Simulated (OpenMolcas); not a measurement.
What dynamic correlation does to the levels of Ir5+

```yaml
Program: OpenMolcas
Basis: ANO-RCC-VTZP [8s7p5d3f1g]
Scalar_Hamiltonian: DKH2, point nucleus
Active_space: 4 electrons in 10 orbitals (5d 6d)
State_averaging: 2S+1 = 5 even, 5 roots; 2S+1 = 3 even, 45 roots; 2S+1 = 1 even, 50 roots
Spin-orbit_coupling: state interaction with AMFI integrals over the reference wave functions, term energies averaged over their components
```

Methods on the same reference wave functions:
A. CASSCF
B. SS-CASPT2, IPEA 0.25 Eh, imaginary shift 0.1 Eh (closed shells correlated: 5s 5p)
C. MS-CASPT2, IPEA 0.25 Eh, imaginary shift 0.1 Eh (closed shells correlated: 5s 5p)
D. XMS-CASPT2, IPEA 0.25 Eh, imaginary shift 0.1 Eh (closed shells correlated: 5s 5p)

Energies in cm⁻¹ above 5d⁴ ⁵D₀.

```
            Level       A       B       C       D
   5d⁴ ⁵D₀ [59 %]     0.0     0.0     0.0     0.0
          5d⁴ ⁵D₁    5272    6080    6040    5800
          5d⁴ ⁵D₂    9962   11000   10950   10620
          5d⁴ ⁵D₃   13714   14610   14550   14280
   5d⁴ ⁵D₄ [59 %]   16283   16670   16600   16510
   5d⁴ ³H₄ [54 %]   25511   25180   25110   25180
   5d⁴ ³G₃ [62 %]   30620   29210   29180   29390
          5d⁴ ³H₅   31883   31340   31260   31430
5d⁴ ³F₂(1) [61 %]   31998   29880   29830   30110
5d⁴ ³P₁(1) [73 %]   32743   30880   30720   31110
   5d⁴ ³H₆ [71 %]   34656   34150   34070   34180
   5d⁴ ³G₄ [57 %]   37995   36880   36790   36960
          5d⁴ ³G₅   47112   46030   45950   46140
   5d⁴ ¹I₆ [71 %]   49305   48480   48400   48430
          5d⁴ ³D₁   49840   47120   47090   47360
5d⁴ ¹S₀(1) [72 %]   57161   54230   53960   54830
   5d⁴ ¹F₃ [59 %]   60651   56600   56540   56710
5d⁴ ³P₂(2) [57 %]   64783   59780   59910   59970
       5d⁴ ³F₃(2)   71795   67390   67300   67300
       5d⁴ ³P₁(2)   72988   67680   67570   67630
       5d⁴ ³P₀(2)   76643   71200   71200   71210
5d⁴ ¹G₄(2) [73 %]   76876   71960   71860   71820
       5d⁴ ¹D₂(2)   94581   86980   86900   86710
       5d⁴ ¹S₀(2)  118213  108740  108660  108520
```

Among B to D the level of the table that moves most is 5d⁴ ¹S₀(1) [72 %], by 860 cm-1 (lowest in C, highest in D). Moves below CASPT2's spread within the term are not significant.

From A to B the spin-free energies of the other terms of 5d⁴ shown, above ⁵D, scale by factors of 0.83 to 0.92, as is usual when dynamic correlation screens the repulsion within a d or f shell.

The lowest spin-free term lies below A's lowest term by 0.256 hartree in B, 0.256 hartree in C, 0.260 hartree in D.

CASPT2 breaks the degeneracy within a term, and the mean is taken; among the terms shown or strongly mixed into the levels shown the widest spread is 930 cm-1 (5d⁴ ¹I, D). Active for correlation alone: 6d; no level in the range computed is led by a configuration that fills it, so any true level of that kind is missing. The CASPT2 spread within a term exceeds the gap to the next term for 5d⁴ ³D and 5d⁴ ¹I, so the order of their levels is uncertain (figures for C; the like holds for D). Without dynamic correlation excited terms often stand tens of per cent too high (terms of higher spin than the ground term too low), and those without a measured partner can miss by more than the paired ones (holds for A). Levels of configurations outside the active space are missing. The table leaves out levels that lie high or whose names do not pair safely across all columns.

A share in square brackets marks a mixed level and gives the weight of the term that names it, the lowest over the columns. A number in round brackets counts repeated terms of one configuration in the order of the reference energies.
